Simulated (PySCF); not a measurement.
# 15N chemical shifts

PySCF 2.14 calculation with shielding tensors at PBE0/pcSseg-1 (GIAO) and geometry from GFN2-xTB; relativity neglected, single conformer, averaged over atoms made equivalent by symmetry, fast rotation or ring inversion, no solvent model.

Shieldings were converted by a linear fit to measured shifts: 15N (scatter 6.3 ppm rms vs CH3NO2, solution or neat liquid). A few per cent of atoms miss by over 2 rms, more outside the fitted compound classes.

(1) Give the 15N shifts of `[SiH3]N[SiH2][SiH3]`, `[SiH3]N([SiH3])[SiH2]C#CC1CC1`, `CC(=O)N[SiH]1[SiH2][SiH2][SiH2]1`.

(2) Order these by 15N shift, lowest first.
A. CN1C=CN(C)P1
B. CC(=O)N[SiH]1[SiH2][SiH2][SiH2]1
C. [SiH3]N[SiH2][SiH3]
D. C=CC[SiH2]C([SiH3])([SiH3])C#N
E. N#C[SiH2]O[SiH2]O[SiH3]

Results:

(1) 
```json
{"compound": "[SiH3]N[SiH2][SiH3]", "environment": "nitrogen bonded to 2 Si, H", "δ (ppm)": "-403.0"}
{"compound": "[SiH3]N([SiH3])[SiH2]C#CC1CC1", "environment": "nitrogen bonded to 3 Si", "δ (ppm)": "-396.0"}
{"compound": "CC(=O)N[SiH]1[SiH2][SiH2][SiH2]1", "environment": "amide-type nitrogen", "δ (ppm)": "-274.3"}
```

(2) C (-403.0 ppm, nitrogen bonded to 2 Si, H), A (-341.2 ppm, enamine nitrogen), B (-274.4 ppm, amide-type nitrogen), D (-128.8 ppm, nitrile nitrogen), E (-61.5 ppm, nitrile nitrogen).
